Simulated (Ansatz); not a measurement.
Basis-set series for CH₄BrSn (`[CH3][SnH][Br]`) radical. The species carries charge 0 and has multiplicity 2. Sn takes the def2 core potential. The structure was optimised at the PBE0-D4/def2-TZVP level.

| functional | basis | functions | energy (Eh) | HOMO (eV) | LUMO (eV) |
| --- | --- | --- | --- | --- | --- |
| PBE0-D4 | def2-TZVPP | 185 | -2828.66319 | -6.26 | -3.42 |
| PBE0-D4 | def2-QZVPP | 348 | -2828.72026 | -6.28 | -3.43 |
| ωB97M-V | def2-TZVPP | 185 | -2828.77762 | -8.27 | -1.73 |
| ωB97M-V | def2-QZVPP | 348 | -2828.83289 | -8.28 | -1.76 |

(1) Give the rows for def2-SVP. (An estimate is asked.)

## Answers

(1) Computed: 
```
functional     basis  functions  energy (Eh)  HOMO (eV)  LUMO (eV)
   PBE0-D4  def2-SVP         92  -2828.29475      -6.18      -3.34
   ωB97M-V  def2-SVP         92  -2828.40636      -8.15      -1.60
```

HOMO and LUMO are taken over both spins. Scalar relativity is left out up to krypton.
